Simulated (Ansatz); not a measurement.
Geometry optimisation, DFT PBE, scalar-relativistic, plane waves, PAW in Ansatz.

Input file:

```yaml
accuracy: low
crystal:
  lattice:
    - [0.0, 5.43, 5.43]
    - [5.43, 0.0, 5.43]
    - [5.43, 5.43, 0.0]
  atoms:
    - { symbol: Si, position: [0.0, 0.0, 0.0] }
    - { symbol: Si, position: [0.125, 0.125, 0.125] }
    - { symbol: Si, position: [0.0, 0.0, 0.5] }
    - { symbol: Si, position: [0.125, 0.125, 0.625] }
    - { symbol: Si, position: [0.0, 0.5, 0.0] }
    - { symbol: Si, position: [0.125, 0.625, 0.125] }
    - { symbol: Si, position: [0.0, 0.5, 0.5] }
    - { symbol: Si, position: [0.125, 0.625, 0.625] }
    - { symbol: Si, position: [0.5, 0.0, 0.0] }
    - { symbol: Si, position: [0.625, 0.125, 0.125] }
    - { symbol: Si, position: [0.5, 0.0, 0.5] }
    - { symbol: Si, position: [0.625, 0.125, 0.625] }
    - { symbol: Si, position: [0.5, 0.5, 0.0] }
    - { symbol: Si, position: [0.625, 0.625, 0.125] }
    - { symbol: Si, position: [0.5, 0.5, 0.5] }
    - { symbol: Si, position: [0.625, 0.625, 0.625] }
    - { symbol: Ti, position: [0.8149463, 0.8081368, 0.5606465] }
basis:
  ecutwfc: 420.0
kpoints:
  mp_grid: { grid: [2, 2, 2] }
hamiltonian:
  xc: pbe
  pseudopotentials: { kind: paw, azcp: { folder: soft_1 } }
scf:
  occupations: { method: fermi_dirac, width: 0.02 }
  lower_state_search: "off"
relax:
  f_tol: 0.08
  max_steps: 25
  adjacent_minimum: "off"
output:
  write_density: true
  write_potential: true
  elf: true
  volumetric_format: npy
```

Launched with:

```bash
$ ansatz run input.yaml --threads 1 --pin off --max-ram 3072MiB --backend cpu --events-out ev --progress --plain --runs-dir out
```

**Question.** Where does it end, and by what steps?

**Answer.** The forces met the threshold. Limits of this set-up: coarse k mesh, low accuracy level. After 8 steps the energy has fallen by 3.247 eV; Ti17 moved furthest, 1.09 Å. Joined: Si2–Ti17 (3.53 → 2.76 Å), Si10–Ti17 (3.53 → 2.76 Å).

```csv
step,energy less start (eV),largest force component (eV/Å),accepted
0,0.0000,3.460,yes
1,-1.2544,1.250,yes
2,-1.5928,0.690,yes
3,-1.9391,1.077,yes
4,-2.3248,0.901,yes
5,-2.7313,0.815,yes
6,-3.0836,0.398,yes
7,-3.2339,0.126,yes
8,-3.2466,0.052,yes
```

```xyz
17
Lattice="0.0000 5.4300 5.4300 5.4300 0.0000 5.4300 5.4300 5.4300 0.0000" Properties=species:S:1:pos:R:3
Si 0.002 0.001 -0.001
Si 1.401 1.406 1.355
Si 2.798 2.803 0.014
Si 4.123 4.120 1.311
Si 2.767 0.024 2.660
Si 4.075 1.402 4.027
Si 5.420 2.799 2.630
Si 6.822 4.151 4.039
Si 0.018 2.771 2.659
Si 1.401 4.075 4.023
Si 2.797 5.417 2.626
Si 4.145 6.824 4.036
Si 2.767 2.769 5.405
Si 4.101 4.107 6.752
Si 5.442 5.447 5.413
Si 6.821 6.821 6.708
Ti 6.833 6.833 9.457
```

The run took 2.2 min on 1 thread of Arm Neoverse N1 (shared host), peak memory 0.58 GiB.
